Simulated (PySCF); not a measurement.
Match each property card to its molecule.

Structures:
1. `CC#CCN(C)[SiH3]`
2. `CCc1ccccn1`
3. `C=CCC[Si@H](Cl)CC#N`

Card P (geometry GFN2-xTB):
* Rotational constants A, B, C: 4.684, 1.552, 1.287 GHz
* Dipole moment (PBE0/pcSseg-1): 1.85 D
* Isotropic shieldings of nuclei other than C and H, by class (GIAO PBE0/pcSseg-1): -87 (1 N) ppm
* 13C chemical shifts (computed TMS as zero) by class (GIAO PBE0/pcSseg-1): 171.1 (1 C), 155.5 (1 C), 142.2 (1 C), 126.7 (1 C), 125.4 (1 C), 37.9 (1 C), 20.3 (1 C) ppm
* Point group: C1

Card Q (geometry GFN2-xTB):
* Rotational constants A, B, C: 1.144, 0.769, 0.500 GHz
* Point group: C1
* HOMO energy (PBE0/pcSseg-1): -7.70 eV
* Dipole moment (PBE0/pcSseg-1): 2.41 D
* Isotropic shieldings of nuclei other than C and H, by class (GIAO PBE0/pcSseg-1): -30 (1 N), 343 (1 Si), 978 (1 Cl) ppm

Card R (geometry GFN2-xTB):
- Rotational constants A, B, C: 3.606, 1.065, 0.978 GHz
- 13C chemical shifts (computed TMS as zero) by class (GIAO PBE0/pcSseg-1): 86.5 (1 C), 83.4 (1 C), 45.9 (1 C), 39.5 (1 C), 4.7 (1 C) ppm
- HOMO energy (PBE0/pcSseg-1): -6.45 eV
- Dipole moment (PBE0/pcSseg-1): 1.16 D
- Isotropic shieldings of nuclei other than C and H, by class (GIAO PBE0/pcSseg-1): 245 (1 N), 396 (1 Si) ppm
- Point group: C1

Species are written as SMILES; each is one conformer at its optimised geometry, gas phase, non-relativistic unless stated; the electronic structure was computed with PySCF and density fitting. NMR classes are plain means over equivalent atoms (diastereotopic ones count apart unless rotation or inversion swaps them), as if these changed places fast.

Q: Which card belongs to which structure?

A: P = 2, Q = 3, R = 1. What ties each card to its structure:
- 1 (card R), C5H11NSi, monoisotopic mass 113.1 u, 7 heavy atoms: 5 C in 5 classes; the least shielded carbon (86.5 ppm) is an alkyne carbon; an asymmetric top with C = 0.978 GHz; dipole 1.16 D.
- 2 (card P), C7H9N, monoisotopic mass 107.1 u, 8 heavy atoms: 7 C in 7 classes; the least shielded carbon (171.1 ppm) is a substituted aromatic carbon; an asymmetric top with C = 1.287 GHz, the highest such constant on the cards; dipole 1.85 D.
- 3 (card Q), C6H10ClNSi, monoisotopic mass 159.0 u, 9 heavy atoms: an asymmetric top with C = 0.500 GHz, the lowest such constant on the cards; dipole 2.41 D.
